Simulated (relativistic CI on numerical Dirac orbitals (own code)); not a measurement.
# V2+ in a cubic cluster: 2p photoemission with charge transfer

Computed with a charge-transfer multiplet model of a cubic metal-ligand cluster with up to one ligand hole, Slater and spin-orbit integrals from Dirac-Coulomb-Breit ions, Slater integrals scaled by 0.7. The ground state mixes d3 with configurations of k ligand holes L, whose averages lie at kΔ + k(k − 1)U_dd/2; a core hole lowers each added d electron by U_cd. 300 K, Lorentzian 0.6 eV and Gaussian 0.8 eV FWHM.

Atomic integrals in eV (Slater integrals scaled, ζ unscaled), ground: F2dd 6.242, F4dd 3.880, zeta_d 0.019; with the core hole: F2dd 7.631, F4dd 4.784, zeta_d 0.036, zeta_core 4.610, F2cd 4.267, G1cd 3.142, G3cd 1.783.

Cluster parameters (eV): Δ = 7.4, U_dd = 4.9, 10Dq = 0.55, 10Dq(ligand) = 0.1, V(eg) = 3.05, V(t2g) = -1.44, final-state hopping factor = 1.

| Case | n_d | d3 | d4L | S |
| --- | --- | --- | --- | --- |
| U_cd = 5.8 eV | 3.25 | 0.75 | 0.25 | 1.50 |
| U_cd = 7 eV | 3.25 | 0.75 | 0.25 | 1.50 |
| U_cd = 7.6 eV | 3.25 | 0.75 | 0.25 | 1.50 |

Weights, n_d and S are thermal averages at 300 K. Binding energies count from the first peak over 30 % of the highest in each spectrum, which can be another peak from case to case. The parameters are a model scan and need not match a compound or its usual spin state. Peaks in eV (height, largest 100):
- U_cd = 5.8 eV: 0.0 (100), 7.6 (57)
- U_cd = 7 eV: 0.0 (100), 7.6 (56), 13.6 (6)
- U_cd = 7.6 eV: 0.0 (100), 7.6 (55), 13.6 (8)

For the case U_cd = 5.8 eV, Δ = 7.4 eV is larger than U_dd = 4.9 eV, the Mott-Hubbard side of the Zaanen-Sawatzky-Allen scheme. With the core hole the configuration with one ligand hole lies at Δ − U_cd = 1.6, 0.4, -0.2 eV from the one without, in the order of the table; where this is negative the screened configuration lies lower, though the effective hopping of about 6.4 eV (from the holes of the mixed ground state) mixes the two strongly wherever it is as large as the gap.

With at most 1 ligand hole the space is cut while the next configuration still counts, so covalency is underestimated, and a final configuration with one more ligand hole, which can lie low, is missing from the spectra.
